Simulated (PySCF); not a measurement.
Compound: CH5NO2Si.
Bonds: N1–C2, C2–O3 (double), C2–Si4, Si4–O5. Hydrogens: H6, H7 on N1; H8, H9 on Si4; H10 on O5.

A linear-response calculation (PySCF, def2-SVPD basis, gas phase, vertical, core orbitals frozen in the response) gave these numbers; the functional is withheld.

Orbital energies (eV): HOMO-3 -9.84, HOMO-2 -8.58, HOMO-1 -8.24, HOMO -7.38, LUMO -0.79, LUMO+1 -0.39, LUMO+2 0.18.

```
state  E (eV)       f  main configurations (H = HOMO, L = LUMO)
   S1    4.99  0.0027                                 H→L (98%)
   S2    6.11  0.0098                               H→L+1 (90%)
   S3    6.65   0.059                               H→L+2 (95%)
   S4    6.76   0.020                  H-2→L (51%), H-1→L (42%)
   S5    6.79  0.0018                             H-1→L+1 (95%)
   S6    7.10   0.012                             H-2→L+1 (87%)
```

Triplets (Tamm–Dancoff): T1 4.37 eV, H→L (99%); T2 5.13 eV, H-1→L (83%), H-2→L (13%); T3 5.78 eV, H→L+1 (95%); T4 6.51 eV, H→L+2 (94%).

Vertical ionisation energy by ΔSCF with the same functional: 9.80 eV. Mean static polarisability: 56.5 au.

Problem. Name the functional.
A. HF
B. CAM-B3LYP
C. B3LYP
D. PBE

Solution. C. B3LYP is a global hybrid with 20% exact exchange. In this run −ε(HOMO) = 7.38 eV differs from the ΔSCF value by -2.41 eV, and S1 differs from the orbital gap of 6.59 eV by -1.60 eV. The ratio −ε(HOMO)/IP is 0.75. Small neutral molecules mostly give 0.67 to 0.83 with B3LYP, 0.5 to 0.7 with PBE, 0.85 to 0.93 with CAM-B3LYP; Hartree–Fock can't fall below 1, since the ion's relaxation only lowers the ΔSCF value. The other options: PBE, a GGA without exact exchange; HF, time-dependent Hartree–Fock, 100% exact exchange; CAM-B3LYP, range-separated, 19% exact exchange at short range and 65% at long range (ω = 0.33 bohr⁻¹).

Computed with TDDFT B3LYP/def2-SVPD, vertical, gas phase, core orbitals frozen in the response (PySCF 2.14.0, density-fitted response routines). Geometry: PBE0-D3(BJ)/def2-SVP, one conformer, isolated molecule.

On Intel Xeon 6975P-C, one thread (shared host), this took 35 s wall and 0.65 GiB of memory at its peak.

The values belong to the conformer `[NH2:1][C:2](=[O:3])[SiH2:4][OH:5]`: N1–C2–Si4–O5 180°, H–N1–C2–O3 179°, H–N1–C2–O3 0°, H–O5–Si4–C2 0°.
